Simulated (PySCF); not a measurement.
**Fractional electron number in Mn²⁺ (manganese, charge +2)**

The 3d alpha orbital of [Ar] 3d5 is emptied in steps (occupation f), with all orbitals relaxed, ending at [Ar] 3d4. All numbers are calculated (PySCF 2.14, the spin-free X2C one-electron Hamiltonian (Gaussian nucleus), in jorge-DZP-DKH). The exact energy is a straight line in f; departures are measured from the line between the end points of the same method.

| f | TPSS (eV) |
| --- | --- |
| 1 | 0.000 |
| 0.75 | -1.611 |
| 0.5 | -2.156 |
| 0.25 | -1.624 |
| 0 | 0.000 |

```json
{"method": "TPSS", "E(f=0) − E(f=1) (eV)": "32.844", "−ε at f=1 (eV)": "24.289", "−ε at f=0.5 (eV)": "32.810"}
```

Orbital energy along the path (eV):

```
   f     TPSS
   1  -24.289
0.75  -28.523
 0.5  -32.810
0.25  -37.148
   0  -41.537
```

Reference removal energy between the ground levels: 33.668 ± 0.012 eV (measured; NIST Atomic Spectra Database, ionization energies). The calculation has no spin-orbit coupling. The determinant left behind need not be the lowest term of the ion.
